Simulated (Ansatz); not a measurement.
Species: HCl₂Ga, SMILES `[Cl][GaH][Cl]` (charge 0, multiplicity 1).

Q: Give a relaxed geometry from B3LYP-D3(BJ)/def2-TZVP (Ansatz, an electronic-structure program).

A: the end point of this relaxation (outside a Z-matrix the atoms follow the SMILES, hydrogens last).
Z-matrix (Å, degrees):
```
Ga
H 1 1.5456
Cl 1 2.1439 2 122.42
Cl 1 2.1439 2 122.42 3 -180.00
```
